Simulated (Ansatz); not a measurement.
Cost and result for the atomization energy of C$_{3}$H$_{7}$FOSi, SMILES `C/C([SiH3])=C(/O)F` (13 atoms, 12 bonds).

Z-matrix (Å, degrees):
```
C
C 1 1.505
H 1 1.094 2 111.3
H 1 1.090 2 111.7 3 120.4
H 1 1.094 2 111.2 3 -119.1
Si 2 1.845 1 118.2 3 60.0
C 2 1.336 1 120.9 3 -120.0
H 6 1.487 2 111.7 1 -60.7
H 6 1.487 2 111.7 1 60.4
H 6 1.498 2 109.8 1 179.9
O 7 1.331 2 130.0 1 -180.0
F 7 1.324 2 122.2 1 -0.0
H 11 0.966 7 108.6 2 0.1
```

Charge 0, multiplicity 1. The structure was optimised at the PBE0-D4/def2-TZVP level. It is one conformer, not always the lowest. Program: Ansatz. All runs use 2 threads of an AMD EPYC 7R13 on a shared host and a share of an NVIDIA H100 80 GB. Times are those of one run each, without the atoms' runs, and a repeat can differ threefold. Electronic energies, without spin–orbit coupling; frozen cores. CCSD(T)/CBS adds CCSD(T) − MP2 in def2-TZVPP to the MP2 limit, and its time is that of the two runs behind it. T1 = 0.012. B3LYP takes the VWN-RPA correlation (the form of Gaussian; ORCA's B3LYP/G).

CCSD(T)/CBS is a level of theory with its own doubt, some kJ/mol a heavy atom from the limit and from the frozen cores, so smaller differences don't rank the functionals.

```tsv
level	functions	wall time	atomization (kJ/mol)	difference from CCSD(T)/CBS	per bond
PBE-D4/def2-TZVPP (with forces)	295	3 s	5096.9	126.4	10.5
PBE0-D4/def2-TZVPP	295	3.2 s	4992.7	22.2	1.8
B3LYP-D4/def2-TZVPP (with forces)	295	3.4 s	4969.6	-0.9	-0.1
r2SCAN-D4/def2-TZVPP (with forces)	295	3.5 s	4997.9	27.4	2.3
B2PLYP/def2-TZVPP	295	3.8 s	4917.8	-52.7	-4.4
ωB97X-V/def2-TZVPP	295	4.1 s	4988.9	18.4	1.5
MP2/def2-QZVPP	565	4.6 s	5013.3	42.8	3.6
ωB97M-V/def2-TZVPP (with forces)	295	6 s	4990.0	19.5	1.6
CCSD(T)/def2-TZVPP	295	7 s	4844.4	-126.1	-10.5
CCSD(T)/CBS(def2)	–	12 s	4970.5	0.0	0.0
```

The D4 term adds +43.9 kJ/mol with B3LYP and +23.1 kJ/mol with PBE0; it sums over pairs of atoms, weighted by their polarisabilities, and B3LYP, whose exchange is more repulsive, gets the larger term. In def2-TZVPP, CCSD(T) changes the Hartree–Fock value by +1249.9 kJ/mol (the triples alone add +79.9 kJ/mol) and MP2 by +1344.2 kJ/mol; breaking electron pairs costs correlation energy, which Hartree–Fock lacks. From PBE to PBE0 (25 % exact exchange), in def2-TZVPP and without D4, the atomization energy moves by −99.9 kJ/mol: exact exchange takes away binding that semilocal exchange gives to molecules.
